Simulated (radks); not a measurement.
Values are calculated unless marked as measured or tabulated.
Problem. Coherent X-ray form factor from a spherical all-electron density. Code: a radial shooting solver on a logarithmic mesh with Libxc functionals. Model: scalar-relativistic Kohn-Sham, Slater X-alpha with alpha = 0.998, spin-unpolarised, spherical densities, point nucleus.

sin(theta)/lambda (1/angstrom)  f0 (electrons)
0.05                                    71.130
0.1                                     68.808
0.15                                    65.647
0.2                                     62.166
0.25                                    58.650
0.3                                     55.225
0.4                                     48.873
0.5                                     43.338
0.6                                     38.596
0.8                                     30.983
1                                       25.279
1.25                                    20.357
1.5                                     17.278
2                                       13.671

The species is in the configuration that NIST lists as its ground one. Which atom or ion scatters so?

Solution. The tantalum ion Ta+, [Xe] 4f14 5d3 6s1. Extrapolating in s^2 from the first two rows gives f0(0) = 71.9, near the electron count 72; among species with that count, the fall with angle is slower the higher Z, and the table is that of Z = 73; from so few rows the species is fixed only to a neighbour or two.
